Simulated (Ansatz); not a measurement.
Geometry optimisation, RHF/def2-SVP (Ansatz).

The input (input.yaml):

```yaml
crystal:
  periodic: [false, false, false]
  atoms:
    - { symbol: Hf, position_ang: [0.0, 0.0, 0.0] }
    - { symbol: Cl, position_ang: [0.0, 0.0, 2.87] }
    - { symbol: Cl, position_ang: [2.3764, 0.0, -0.8392] }
    - { symbol: F, position_ang: [-0.9326, 1.6157, -0.6593] }
    - { symbol: Cl, position_ang: [-1.1869, -2.0563, -0.8392] }
    - { symbol: O, position_ang: [1.237, -1.8784, 0.7473] }
    - { symbol: Al, position_ang: [0.633, -3.5525, 0.777] }
    - { symbol: H, position_ang: [1.2297, -4.6144, -0.1976] }
    - { symbol: H, position_ang: [-0.4931, -3.9578, 1.7776] }
    - { symbol: H, position_ang: [0.8649, -1.3134, 2.002] }
basis:
  gaussian: { orbitals: def2-SVP }
hamiltonian:
  xc: hf
relax:
  f_tol: 0.15
  max_steps: 25
  restrain:
    - { distance: [0, 5], at: 2.07, k: 30.0 }
    - { distance: [9, 1], at: 1.37, k: 30.0 }
    - { distance: [0, 1], at: 3.72, k: 30.0 }
    - { distance: [9, 5], at: 2.21, k: 30.0 }
```

Command:

```bash
$ ansatz run input.yaml --threads 4 --pin off --max-ram 5120MiB --backend cpu --events-out ev --progress --plain --runs-dir out
```

Question: Where does it end, and by what steps?

Answer: The run converged. The restraints hold the end off the free minimum; the threshold counts their pulls, which the force column leaves out. Restrained pairs: Hf1–O6 (2.37 → 2.01 Å), Cl2–H10 (1.80 → 1.32 Å), Hf1–Cl2 (2.87 → 3.72 Å), O6–H10 (1.43 → 2.21 Å). After 17 steps the energy has fallen by 3.271 eV (the restraints' own energy left out); Cl5 moved furthest, 1.96 Å.

```
step  energy less start (eV)  largest force component (eV/Å)  accepted
   0                  0.0000                           5.171       yes
   1                  0.4378                           3.053       yes
   2                  0.0642                           2.563       yes
   3                 -0.9372                           1.741       yes
   4                 -1.8992                           1.733       yes
   5                 -2.3842                           1.622       yes
   6                 -2.7010                           1.436       yes
   7                 -2.9077                           1.444       yes
   8                 -3.0002                           1.325       yes
   9                 -2.9982                           1.986       yes
  10                 -3.0779                           1.677       yes
  11                 -3.1434                           1.551       yes
  12                 -3.1628                           1.926       yes
  13                 -3.2368                           1.508       yes
  14                 -3.2590                           1.412       yes
  15                 -3.1773                           2.103        no
  16                 -3.2498                           1.630       yes
  17                 -3.2711                           1.384       yes
```

```xyz
10
Properties=species:S:1:pos:R:3
Hf 0.136 -0.458 -0.559
Cl 0.930 0.227 3.009
Cl 2.249 0.530 -1.008
F -1.142 0.793 0.100
Cl -0.760 -1.294 -2.591
O 0.298 -2.046 0.665
Al 0.453 -3.713 1.037
H 0.983 -4.679 -0.084
H 0.062 -4.158 2.493
H 0.520 -0.957 2.578
```

Time of the run: 30 s on 4 threads of Intel(R) Xeon(R) 6975P-C (Granite Rapids) (shared host), peak memory 0.47 GiB.
